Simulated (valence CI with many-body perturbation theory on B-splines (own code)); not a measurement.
Values are calculated unless marked as measured or tabulated.
# Er⁶¹⁺: input, log and results

The program does CI of the valence electrons with many-body perturbation theory for a frozen closed Dirac-Fock core.

Command, and the settings that its task file holds:

```sh
python run_cv.py task.json out
```

```
atom Er  Z=68  mass_number=166  rms_radius_fm=5.2516
core [He]
valence 2s2 2p4
avg = 1
basis = S
breit = 1
cap = 10000
capref = 1200
cscale = 1
de = 0.0
dress = 0
eps = 2e-08
extrap = 1
h = 0.27
hh = 1
l2 = 3
lcore = 6
maxit = 60
n2 = 5
natural = 1
nlev = 20
nno = [3, 3, 3, 2, 1]
nroot = 26
nsp = [3, 3, 2, 1, 0]
pt2 = 1
qed = 1
rpa = 1
s1 = 1
s2 = 1
s3 = 1
screen = 1
tol = 2e-05
whole = 1
```

What became of the run, and why?

It gave no result: the electrons of core and valence do not add up to the charge. The program said: "core and valence hold 8 electrons, the ion has 7".
